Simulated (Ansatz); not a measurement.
Stretching the Zn1–I3 bond in FIZn (SMILES [F][Zn][I]) (multiplicity 1 held, fragments rigid). Energies count from the point at 2.411 Å.
Geometry at that point (charge 0, multiplicity 1):
```xyz
3

Zn     0.00000     0.00000    -1.21692
F      0.00000     0.00000    -2.97433
I      0.00000     0.00000     1.19390
```

Restricted levels (R-, RO-) in cc, def2 and unpolarised 6-31G sets keep to the state of the molecule at rest. Unrestricted levels (U-) break spin symmetry where that is lower. Active spaces are followed from a long bond inwards. Curves can end on different states.

Correlated levels freeze the cores. Filled d and f shells under p-block atoms count as core.

The values were computed with Ansatz (Gaussian orbitals). Each number belongs to the level named beside it. In def2 rows elements past Kr take small-core potentials, without spin–orbit coupling.

Energies in kJ/mol.

```
R (Å)  R-HF/def2-TZVPP  U-r2SCAN/def2-TZVPP  FIC-MRCISD on CASSCF(6,4)/def2-TZVPP  FIC-MRCISD+Q on CASSCF(6,4)/def2-TZVPP
-----  ---------------  -------------------  ------------------------------------  --------------------------------------
1.929              293                  234                                   266                                     262
2.170               58                   35                                    49                                      47
2.411                0                    0                                     0                                       0
2.652               17                   30                                    21                                      23
2.893               65                   83                                    68                                      71
3.255              152                  167                                   147                                     152
3.616              235                  240                                   214                                     221
4.219              346                  302                                   280                                     289
4.822              425                  324                                   302                                     312
5.545              489                  333                                   307                                     318
6.509              540                  336                                   308                                     318
7.715              574                  337                                   308                                     318
```

Doubts at one or more of the structures used: a restricted determinant that unrestricted orbitals would lower (R-HF/def2-TZVPP); a spin-contaminated determinant (U-r2SCAN/def2-TZVPP); active orbitals that take no part (FIC-MRCISD on CASSCF(6,4)/def2-TZVPP, FIC-MRCISD+Q on CASSCF(6,4)/def2-TZVPP).

Ansatz is a quantum-chemistry and plane-wave program.
